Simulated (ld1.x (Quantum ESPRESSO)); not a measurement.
## Cl, RRKJ: configuration errors across variants

```json
{
 "Element": "chlorine",
 "Generator": "ld1.x (Quantum ESPRESSO) 7.5",
 "Type": "norm-conserving RRKJ (Kleinman–Bylander form)",
 "Functional": "PBEsol",
 "Relativity": "scalar-relativistic",
 "Frozen core": "[Ne]",
 "Valence charge": "7",
 "Reference configuration": "3s1 3p6",
 "Partial waves": "3s (bound): rc 1.30 bohr; 3p (bound): rc 1.30 bohr; 3d channel at 0.15 Ry: rc 1.30 bohr",
 "Local potential": "all-electron potential smoothed inside 1.20 bohr (lloc = -1)",
 "Core correction": "a·sin(br)/r model core inside 0.70 bohr",
 "rho0": "0.02"
}
```

All-electron excitation energies from the reference (eV): (1) 3s2 3p5 -12.114; (2) 3s2 3p4 1.722; (3) 3s2 3p3 27.119; (4) 3s2 3p5.3 -14.242; (5) 3s2 3p2 65.374; (6) 3s2 3p4.5 -6.550; (7) 3s2 3p1 117.569.

Errors AE − PS in meV (a dash: test not solved or not reliable):

```csv
change,(1),(2),(3),(4),(5),(6),(7),bound ghosts
base,+0.6,+1.5,+25,+1.8,+100,-0.4,+264,none
"all radii but the core radius scaled by about 0.92 (s 1.20, p 1.20, d 1.20 bohr); local potential all-electron potential smoothed inside 1.12 bohr (lloc = -1)",+1.6,+2.3,+26,+3.0,+98,+0.5,+255,none
"all radii but the core radius scaled by about 1.14 (s 1.48, p 1.48, d 1.48 bohr); local potential all-electron potential smoothed inside 1.36 bohr (lloc = -1)",-2.3,0.0,+28,-1.3,+113,-2.8,+303,none
"all radii but the core radius scaled by about 1.22 (s 1.58, p 1.58, d 1.58 bohr); local potential all-electron potential smoothed inside 1.46 bohr (lloc = -1)",-4.5,-0.8,+31,-3.6,+126,-4.5,+336,none
"all radii but the core radius scaled by about 1.34 (s 1.74, p 1.74, d 1.74 bohr); local potential all-electron potential smoothed inside 1.60 bohr (lloc = -1)",-6.8,-1.4,+34,-6.1,+136,-6.1,+358,none
```

Give the same row for: all radii but the core radius scaled by about 0.80 (s 1.04, p 1.04, d 1.04 bohr); local potential all-electron potential smoothed inside 0.96 bohr (lloc = -1).

+2.3, +3.3, +29, +3.9, +105, +1.1, +261; bound ghosts: none.
